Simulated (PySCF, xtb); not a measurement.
Acid–base and redox partners of O[GeH3]. Isolated molecules, 0 K electronic values unless said otherwise. One relaxed conformer stands for each flexible species; it need not be the lowest. Strings in code marks are SMILES.

Quantity: proton affinity at 298 K, in kJ/mol. Thermal and zero-point terms are GFN2-xTB rigid-rotor harmonic values (xtb).

Level 1: PBE-D3(BJ)/def2-TZVP // r2SCAN-D4/def2-TZVP (PySCF)
Level 2: B3LYP/6-311+G** (LANL2DZ on Ge) // r2SCAN-D4/def2-TZVP (PySCF)
Level 3: PBE/6-31G* // r2SCAN-D4/def2-TZVP (PySCF)
Level 4: HF/3-21G // r2SCAN-D4/def2-TZVP (PySCF)

```tsv
species	level 2	level 3	level 4
proton added at O1: `[OH2+][GeH3]`	829.5	813.4	861.7
```

What does level 1 give for each?


- proton added at O1: `[OH2+][GeH3]`: 806.3
